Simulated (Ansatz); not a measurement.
Consider the redistribution: `N[SiH](O)Br` + `C[Si](F)(F)CO` → `N[SiH](Br)CO` + `C[Si](O)(F)F`.

Computed with Ansatz on PBE0-D4/def2-TZVP structures; ΔE is electronic, products minus reactants. CBS: MP2 limit from def2 TZ/QZ plus the TZ coupled-cluster correction, frozen cores. DFT in def2-TZVPP. B3LYP here is the variant with VWN-RPA as its local correlation; programs differ in this. For Br outer-core shells are correlated without core-valence functions, which leaves a few kJ/mol of doubt a bond. Scalar relativity is left out up to krypton. One conformer a species, not always the lowest.

| level | ΔE (kJ/mol) |
| --- | --- |
| PBE-D4 | -20.1 |
| B3LYP-D4 | -19.4 |
| ωB97M-V | -19.3 |
| B2PLYP | -19.0 |
| PBE0 | -20.1 |
| B3LYP | -17.8 |
| SCS-MP2/def2-QZVPP | -19.7 |
| HF/CBS(def2) | -18.6 |

Problem. What does CCSD(T)/CBS give? (Estimate.)

Solution. Ansatz gave: -20.6 kJ/mol. The listed levels differ from it by 0.5, 1.2, 1.3, 1.6, 0.5, 2.8, 0.9, 2.0 kJ/mol.

Largest T1 diagnostic among the species: 0.011.
